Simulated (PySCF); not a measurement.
PySCF input (HF/def2-TZVPD):

```python
from pyscf import gto, scf, dft

mol = gto.M(
    atom='''
    Ge    0.09738810    0.07696862    0.16737032
    Cl   -0.57146778    2.38390255   -0.08161489
    Cl    2.08446438   -1.29122432    0.06305381
    Cl   -1.69331736   -1.23939577   -0.39815570
    H    -0.05096626    0.03120247    1.72833496
    ''',
    basis='def2-tzvpd',
    charge=-1,
    spin=1,
    verbose=4,
)

mf = scf.UHF(mol).density_fit(auxbasis='def2-universal-jkfit')
mf.conv_tol = 1e-9
mf.max_cycle = 100
mf.max_memory = 1500
mf.kernel()
if not mf.converged:
    mf = mf.newton()
    mf.kernel(mf.make_rdm1())
for _ in range(2):
    mo, _, stable, _ = mf.stability(return_status=True)
    if stable:
        break
    mf.kernel(mf.make_rdm1(mo, mf.mo_occ))
mf.analyze()
```

Output:

```
PySCF version 2.14.0

[INPUT] verbose = 4
[INPUT] num. atoms = 5
[INPUT] num. electrons = 85
[INPUT] charge = -1
[INPUT] spin (= nelec alpha-beta = 2S) = 1
[INPUT] symmetry False subgroup None
[INPUT] Mole.unit = angstrom
[INPUT] Symbol           X                Y                Z      unit          X                Y                Z       unit  Magmom
[INPUT]  1 Ge     0.097388100000   0.076968620000   0.167370320000 AA    0.184036836792   0.145449611986   0.316284066181 Bohr   0.0
[INPUT]  2 Cl    -0.571467780000   2.383902550000  -0.081614890000 AA   -1.079917593213   4.504922927152  -0.154229789787 Bohr   0.0
[INPUT]  3 Cl     2.084464380000  -1.291224320000   0.063053810000 AA    3.939066794611  -2.440060330178   0.119154432010 Bohr   0.0
[INPUT]  4 Cl    -1.693317360000  -1.239395770000  -0.398155700000 AA   -3.199906052372  -2.342118565244  -0.752405227934 Bohr   0.0
[INPUT]  5 H     -0.050966260000   0.031202470000   1.728334960000 AA   -0.096312272993   0.058964122710   3.266079725911 Bohr   0.0

nuclear repulsion = 497.81152029492
number of shells = 71
number of NR pGTOs = 333
number of NR cGTOs = 201
basis = def2-tzvpd
ecp = {}

******** <class 'pyscf.df.df_jk.DFUHF'> ********
method = DFUHF
initial guess = minao
damping factor = 0
level_shift factor = 0
DIIS = <class 'pyscf.scf.diis.CDIIS'>
diis_start_cycle = 1
diis_space = 8
diis_damp = 0
SCF conv_tol = 1e-09
SCF conv_tol_grad = None
SCF max_cycles = 100
direct_scf = False
number electrons alpha = 43  beta = 42
Set gradient conv threshold to 3.16228e-05
******** <class 'pyscf.df.df.DF'> ********
auxbasis = def2-universal-jkfit
init E= -3453.62930754105
  alpha nocc = 43  HOMO = -0.138437476304471  LUMO = 0.0435615475367476
  beta  nocc = 42  HOMO = -0.365906539900788  LUMO = -0.138437476304475

WARN: HOMO -0.138437476304471 >= LUMO -0.138437476304475

cycle= 1 E= -3454.56343747041  delta_E= -0.934  |g|= 0.386  |ddm|= 1.38
  alpha nocc = 43  HOMO = -0.135486945007148  LUMO = 0.172824700861925
  beta  nocc = 42  HOMO = -0.234447437672203  LUMO = 0.129480372886949
  HOMO = -0.135486945007  LUMO = 0.129480372887  gap/eV = 7.21013
cycle= 2 E= -3454.62302107429  delta_E= -0.0596  |g|= 0.275  |ddm|= 0.615
  alpha nocc = 43  HOMO = -0.129000251879742  LUMO = 0.171228927079428
  beta  nocc = 42  HOMO = -0.249472941083596  LUMO = 0.151693750787804
  HOMO = -0.12900025188  LUMO = 0.151693750788  gap/eV = 7.63807
cycle= 3 E= -3454.64589984631  delta_E= -0.0229  |g|= 0.0375  |ddm|= 0.194
  alpha nocc = 43  HOMO = -0.140671708628933  LUMO = 0.170903363440586
  beta  nocc = 42  HOMO = -0.257546458913449  LUMO = 0.154294507554935
  HOMO = -0.140671708629  LUMO = 0.154294507555  gap/eV = 8.02644
cycle= 4 E= -3454.64785249914  delta_E= -0.00195  |g|= 0.0187  |ddm|= 0.0843
  alpha nocc = 43  HOMO = -0.144211685956215  LUMO = 0.171057868948333
[...]
  beta  nocc = 42  HOMO = -0.257426867455058  LUMO = 0.156499930059434
  HOMO = -0.146042480209  LUMO = 0.156499930059  gap/eV = 8.23260
Extra cycle  E= -3454.64862793669  delta_E= -9.46e-11  |g|= 3.61e-06  |ddm|= 1.22e-05
converged SCF energy = -3454.64862793669  <S^2> = 0.76545135  2S+1 = 2.0153921
uhf_internal: lowest eigs of H = [0.26257337 0.311517   0.31741515]
<class 'pyscf.df.df_jk.DFUHF'> wavefunction is stable in the internal stability analysis
**** SCF Summaries ****
Total Energy =                       -3454.648627936694993
Nuclear Repulsion Energy =             497.811520294919831
One-electron Energy =                -5810.691307817449342
Two-electron Energy =                 1858.231159585834575
Two-electron Coulomb Energy =         2019.050403117561928
DFT Exchange-Correlation Energy =     -160.819243531727352
HOMO-LUMO gap [eV] =                     8.232598313248838
**** MO energy ****
                             alpha | beta                alpha | beta
MO #1   energy= -405.14009345282   | -405.137014211946  occ= 1 | 1
MO #2   energy= -104.662567778998  | -104.661068045052  occ= 1 | 1
MO #3   energy= -104.639764398032  | -104.636672726483  occ= 1 | 1
MO #4   energy= -104.639763902778  | -104.636672178945  occ= 1 | 1
MO #5   energy= -52.0435889191242  | -52.0405214774073  occ= 1 | 1
MO #6   energy= -46.1304823751008  | -46.1297190985315  occ= 1 | 1
MO #7   energy= -46.1304628045915  | -46.1295629436396  occ= 1 | 1
MO #8   energy= -46.1291786735199  | -46.1267072021448  occ= 1 | 1
MO #9   energy= -10.3907986044355  | -10.3892797660958  occ= 1 | 1
MO #10  energy= -10.367793470972   | -10.3646133748634  occ= 1 | 1
MO #11  energy= -10.3677923972859  | -10.3646121731953  occ= 1 | 1
MO #12  energy= -7.85927480844516  | -7.85555792340001  occ= 1 | 1
MO #13  energy= -7.85629535911521  | -7.85541789251326  occ= 1 | 1
MO #14  energy= -7.85622246503408  | -7.85371374782306  occ= 1 | 1
MO #15  energy= -7.83799643500241  | -7.83106214487129  occ= 1 | 1
MO #16  energy= -7.83799548009353  | -7.83106161941295  occ= 1 | 1
MO #17  energy= -7.83292689913374  | -7.83102991937581  occ= 1 | 1
MO #18  energy= -7.8329259635505   | -7.83102893533257  occ= 1 | 1
MO #19  energy= -7.83289772411193  | -7.8272337223255   occ= 1 | 1
MO #20  energy= -7.83289721173885  | -7.82723284322575  occ= 1 | 1
MO #21  energy= -7.08848208648511  | -7.07950189252095  occ= 1 | 1
MO #22  energy= -5.06109262117479  | -5.05864911358007  occ= 1 | 1
MO #23  energy= -5.05963729710319  | -5.0578317303569   occ= 1 | 1
MO #24  energy= -5.05854789674114  | -5.04978679274391  occ= 1 | 1
MO #25  energy= -1.53729301944271  | -1.53611772998762  occ= 1 | 1
MO #26  energy= -1.53555392773707  | -1.53420112422348  occ= 1 | 1
MO #27  energy= -1.53108619690075  | -1.52768161796152  occ= 1 | 1
MO #28  energy= -1.52936273617522  | -1.52604949524474  occ= 1 | 1
MO #29  energy= -1.52903024947283  | -1.52530243642781  occ= 1 | 1
MO #30  energy= -0.920754721062042 | -0.908467373692435 occ= 1 | 1
MO #31  energy= -0.894132410542049 | -0.872362195549052 occ= 1 | 1
MO #32  energy= -0.89211265687275  | -0.869718091032346 occ= 1 | 1
MO #33  energy= -0.550209813679452 | -0.514277337069029 occ= 1 | 1
MO #34  energy= -0.365152841076499 | -0.341067041928006 occ= 1 | 1
MO #35  energy= -0.356862345494603 | -0.332499940407487 occ= 1 | 1
MO #36  energy= -0.352626708061243 | -0.31778128292944  occ= 1 | 1
MO #37  energy= -0.306750015390054 | -0.294078339666543 occ= 1 | 1
MO #38  energy= -0.300234496216177 | -0.285437728425119 occ= 1 | 1
MO #39  energy= -0.288000811063809 | -0.276092045769613 occ= 1 | 1
MO #40  energy= -0.284817158674411 | -0.275054060979723 occ= 1 | 1
MO #41  energy= -0.278840166799561 | -0.27300723980699  occ= 1 | 1
MO #42  energy= -0.268462331149644 | -0.257426867455058 occ= 1 | 1
MO #43  energy= -0.146042480209488 | 0.156499930059434  occ= 1 | 0
MO #44  energy= 0.166663419503777  | 0.171017721131075  occ= 0 | 0
MO #45  energy= 0.172564492618844  | 0.174534381639799  occ= 0 | 0
MO #46  energy= 0.173849048893986  | 0.191696127977854  occ= 0 | 0
MO #47  energy= 0.203970579727593  | 0.204945483810852  occ= 0 | 0
MO #48  energy= 0.204585174681733  | 0.205878724096661  occ= 0 | 0
MO #49  energy= 0.20778223416196   | 0.210570214580891  occ= 0 | 0
MO #50  energy= 0.21339909559134   | 0.213826102288236  occ= 0 | 0
MO #51  energy= 0.222390677565248  | 0.223002731874356  occ= 0 | 0
MO #52  energy= 0.229296452820061  | 0.235197781668703  occ= 0 | 0
MO #53  energy= 0.249340868016425  | 0.250645278528759  occ= 0 | 0
MO #54  energy= 0.250278856393367  | 0.265426703053666  occ= 0 | 0
MO #55  energy= 0.29150314548335   | 0.299970909757008  occ= 0 | 0
MO #56  energy= 0.320596398450661  | 0.324014540704125  occ= 0 | 0
MO #57  energy= 0.329450208623715  | 0.336817621981531  occ= 0 | 0
MO #58  energy= 0.3522165385241    | 0.357359460422348  occ= 0 | 0
MO #59  energy= 0.363498707997089  | 0.370932108318601  occ= 0 | 0
MO #60  energy= 0.36659010565625   | 0.376134644953594  occ= 0 | 0
MO #61  energy= 0.3685107130335    | 0.37884598524093   occ= 0 | 0
MO #62  energy= 0.393366811186632  | 0.406191945952974  occ= 0 | 0
MO #63  energy= 0.404747356311652  | 0.411663900304006  occ= 0 | 0
MO #64  energy= 0.411635442955101  | 0.412272256776353  occ= 0 | 0
MO #65  energy= 0.428505729332223  | 0.433068388775767  occ= 0 | 0
MO #66  energy= 0.439988142545217  | 0.442773466905684  occ= 0 | 0
MO #67  energy= 0.448395903026287  | 0.450545539713748  occ= 0 | 0
MO #68  energy= 0.450290123853185  | 0.452569771616231  occ= 0 | 0
MO #69  energy= 0.460956955288651  | 0.462691003384488  occ= 0 | 0
MO #70  energy= 0.471742641804306  | 0.47653816132958   occ= 0 | 0
MO #71  energy= 0.48710835808783   | 0.490135625341864  occ= 0 | 0
MO #72  energy= 0.489169374331429  | 0.491781501944213  occ= 0 | 0
MO #73  energy= 0.491767910337358  | 0.492097983400944  occ= 0 | 0
MO #74  energy= 0.495048356384841  | 0.499854039733851  occ= 0 | 0
MO #75  energy= 0.508738157968517  | 0.513807084888484  occ= 0 | 0
MO #76  energy= 0.514505521969774  | 0.525931063157549  occ= 0 | 0
MO #77  energy= 0.5265666126426    | 0.530806345884748  occ= 0 | 0
MO #78  energy= 0.539720774508117  | 0.546433954345679  occ= 0 | 0
MO #79  energy= 0.555751799444118  | 0.559253300369892  occ= 0 | 0
MO #80  energy= 0.558651024970652  | 0.560960428024116  occ= 0 | 0
MO #81  energy= 0.584931529945028  | 0.586685901823281  occ= 0 | 0
MO #82  energy= 0.586201250149936  | 0.589030465251507  occ= 0 | 0
MO #83  energy= 0.631776389783444  | 0.646284111805409  occ= 0 | 0
MO #84  energy= 0.647651561673635  | 0.658757548350479  occ= 0 | 0
MO #85  energy= 0.686781484090307  | 0.695793425818085  occ= 0 | 0
MO #86  energy= 0.700052145885304  | 0.707039914485202  occ= 0 | 0
MO #87  energy= 0.739731464016791  | 0.746806906802857  occ= 0 | 0
MO #88  energy= 0.74762548282337   | 0.761975121064779  occ= 0 | 0
MO #89  energy= 0.793503134510567  | 0.799307342766713  occ= 0 | 0
MO #90  energy= 0.807771923715204  | 0.810289576677968  occ= 0 | 0
MO #91  energy= 0.828823980510369  | 0.844667226207794  occ= 0 | 0
MO #92  energy= 0.860727217464255  | 0.868514568734193  occ= 0 | 0
MO #93  energy= 0.876775717929641  | 0.879324892071124  occ= 0 | 0
MO #94  energy= 0.893994442195703  | 0.900136742805611  occ= 0 | 0
MO #95  energy= 0.911516845287697  | 0.913900157873713  occ= 0 | 0
MO #96  energy= 0.922404203183735  | 0.94402792413773   occ= 0 | 0
MO #97  energy= 0.945542599992332  | 0.954512834294321  occ= 0 | 0
MO #98  energy= 0.959333522024345  | 0.963467615620721  occ= 0 | 0
MO #99  energy= 0.970338450586528  | 0.97562499552672   occ= 0 | 0
MO #100 energy= 0.977499749375415  | 0.980538330754852  occ= 0 | 0
MO #101 energy= 0.978706596820728  | 0.987195819528212  occ= 0 | 0
MO #102 energy= 0.98478966614861   | 0.99036246028973   occ= 0 | 0
MO #103 energy= 0.987870758791648  | 0.9952584838535    occ= 0 | 0
MO #104 energy= 0.991241841115527  | 1.00048148239486   occ= 0 | 0
[...]
```
